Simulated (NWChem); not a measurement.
# SiH$_{2}$ICl; SMILES [SiH2](I)Cl

```xyz
5

Si    -0.8745     1.0599     0.0000
Cl     0.5681     2.5298     0.0000
I      0.1404    -1.1581     0.0000
H     -1.6917     1.1950     1.2322
H     -1.6917     1.1950    -1.2322
```
Atoms are numbered in this order, from 1.

Level: PBE0/def2-SVP with def2 effective core potentials on I (NWChem), optimised geometry, unscaled harmonic frequencies. def2 effective core potentials on I; no spin-orbit coupling.

```csv
frequency (cm⁻¹),IR intensity (km/mol)
135,1.1
367,36.4
540,17.1
568,99.2
692,4.0
845,324.4
933,117.5
2270,64.5
2286,75.4
```

```
Property                                                                            Value
-----------------------------------------------------------------------  ----------------
zero-point energy                                                           12.3 kcal/mol
thermal correction to the enthalpy at 298.15 K (with zero-point energy)     15.7 kcal/mol
heat capacity Cv                                                         13.6 cal/(mol K)
entropy at 298.15 K and 1 atm (symmetry number 1)                        74.7 cal/(mol K)
```

Rigid rotor and harmonic oscillator.
